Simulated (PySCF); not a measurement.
`CC(C)/C([SiH3])=C/C(=O)Cl`: 4 charge schemes on one density

C₆H₁₁ClOSi.
Structure used (GFN2-xTB), in Å, numbered top down from 1:
```
atom  x, y, z in Å
C1    -1.825    0.765   -0.534
C2    -1.043   -0.132    0.435
C3    -1.522   -1.577    0.325
C4     0.415    0.070    0.169
Si5    1.232    1.681    0.784
C6     1.155   -0.830   -0.502
C7     2.534   -0.523   -0.744
O8     3.115    0.474   -0.409
Cl9    3.407   -1.774   -1.628
H10   -2.891    0.686   -0.336
H11   -1.637    0.458   -1.561
H12   -1.523    1.803   -0.422
H13   -1.241    0.225    1.453
H14   -2.552   -1.649    0.665
H15   -0.912   -2.234    0.942
H16   -1.483   -1.925   -0.704
H17    0.132    2.368    1.490
H18    2.240    1.372    1.790
H19    1.611    2.527   -0.339
H20    0.782   -1.771   -0.876
```

Density: PBE0/pcSseg-1 (PySCF); schemes: Mulliken, IAO, Hirshfeld and ESP-fitted. Isolated species at its GFN2-xTB geometry (one conformer only).

**Question.** Atoms with like bonding are taken together and averaged. For which atoms does the sign change between the 4 schemes (beyond +0.03 e in one, beyond −0.03 e in another)?

**Answer.** C2. Atomic charges aren't observables, and each scheme defines them in its own way.

**Question.** Which atoms carry the highest charge in the Mulliken, IAO, Hirshfeld and ESP-fitted schemes?

**Answer.** The schemes don't all agree: Mulliken Si5 (+0.587); IAO Si5 (+0.598); Hirshfeld Si5 (+0.283); ESP-fitted C7 (+0.429).

**Question.** Which atoms carry the lowest charge in the Mulliken, IAO, Hirshfeld and ESP-fitted schemes?

**Answer.** The schemes don't all agree: Mulliken C4 (-0.391); IAO C1/C3 (-0.414); Hirshfeld O8 (-0.170); ESP-fitted C1/C3 (-0.552).

**Question.** Give the atomic charges in each scheme.

**Answer.** In e; atoms taken as equivalent share a row and are averaged (×n: the atom named and its like, n in all):

| atom | environment | Mulliken | IAO | Hirshfeld | ESP-fitted |
| --- | --- | --- | --- | --- | --- |
| C1/C3 | methyl carbon | -0.216 | -0.414 | -0.112 | -0.552 |
| C2 | allylic carbon | -0.308 | -0.096 | -0.015 | +0.409 |
| C4 | fully substituted alkene carbon | -0.391 | -0.157 | -0.025 | -0.128 |
| Si5 | SiH3 silicon | +0.587 | +0.598 | +0.283 | +0.363 |
| C6 | alkene CH carbon | -0.067 | -0.231 | -0.077 | -0.203 |
| C7 | acyl halide carbon | +0.311 | +0.344 | +0.168 | +0.429 |
| O8 | carbonyl oxygen | -0.368 | -0.375 | -0.170 | -0.371 |
| Cl9 | chlorine bonded to C | -0.112 | -0.075 | -0.052 | -0.135 |
| H10 (×6) | methyl hydrogen | +0.125 | +0.144 | +0.044 | +0.145 |
| H13 | methine hydrogen | +0.140 | +0.145 | +0.045 | +0.017 |
| H17/H18/H19 | Si–H hydrogen | -0.076 | -0.117 | -0.080 | -0.086 |
| H20 | vinylic hydrogen | +0.119 | +0.162 | +0.045 | +0.111 |

Mean size of the charges over all atoms: ESP-fitted 0.220 e, IAO 0.211 e, Mulliken 0.190 e, Hirshfeld 0.080 e. Each set sums to the total charge, 0, to within 0.001 e. The Mulliken scheme counts on each atom the diagonal of the density matrix times the overlap matrix over that atom's basis functions. The ESP scheme is a least-squares fit of atom-centred charges to the potential on four shells outside the van der Waals surface, with the total charge fixed.

Some averages cover members that differ in this geometry: C1/C3, ESP-fitted -0.613 to -0.490; H17/H18/H19, ESP-fitted -0.154 to -0.048; H17/H18/H19, Mulliken -0.119 to -0.052; H17/H18/H19, IAO -0.153 to -0.097 e.

**Question.** How closely do the schemes follow one another over all atoms?

**Answer.** Correlation coefficient and root-mean-square difference: IAO with Hirshfeld 0.96, 0.157 e; Mulliken with IAO 0.91, 0.104 e; Mulliken with Hirshfeld 0.88, 0.150 e; IAO with ESP-fitted 0.86, 0.140 e; Hirshfeld with ESP-fitted 0.81, 0.199 e; Mulliken with ESP-fitted 0.65, 0.215 e.

**Question.** How many electrons does the Hirshfeld scheme count on Cl9?

**Answer.** Z − q = 17 − (-0.052) = 17.052.

**Question.** Sum the charges by element, for elements with more than one atom.

**Answer.** 
```json
{"element": "C", "atoms": "6", "Mulliken": "-0.887", "IAO": "-0.968", "Hirshfeld": "-0.173", "ESP-fitted": "-0.596"}
{"element": "H", "atoms": "11", "Mulliken": "+0.779", "IAO": "+0.820", "Hirshfeld": "+0.113", "ESP-fitted": "+0.740"}
```
